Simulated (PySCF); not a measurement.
**CdIn⁺ at CAM-B3LYP**

Computed with CAM-B3LYP; PySCF, scalar-relativistic core potentials, basis sets Cd def2-SVP with ECP28, In def2-SVP with ECP28.

```json
{
  "state": "¹Σ⁺ (singlet), closed shell",
  "bond length": "3.271 Å",
  "harmonic wavenumber": "75.7 cm⁻¹",
  "force constant": "0.193 mdyn/Å",
  "rotational constant Be": "0.02755 cm⁻¹",
  "anharmonicity ωexe": "0.339 cm⁻¹",
  "vibration–rotation constant αe": "0.000155 cm⁻¹",
  "well depth De to Cd + In⁺": "0.48 eV",
  "dissociation energy D0": "0.47 eV",
  "HOMO–LUMO gap": "6.14 eV",
  "bond order (Mayer)": "0.45",
  "dipole moment (positive dipole points towards In; it is taken about the centre of mass and depends on that origin)": "2.84 D"
}
```

Closed-shell solutions of metal pairs were not tested for spin polarisation, which can lower them a little. Spin–orbit coupling is left out. For an ion De counts to the pair picked by the measured ionisation energies or electron affinities, which need not be the lowest pair at this level.
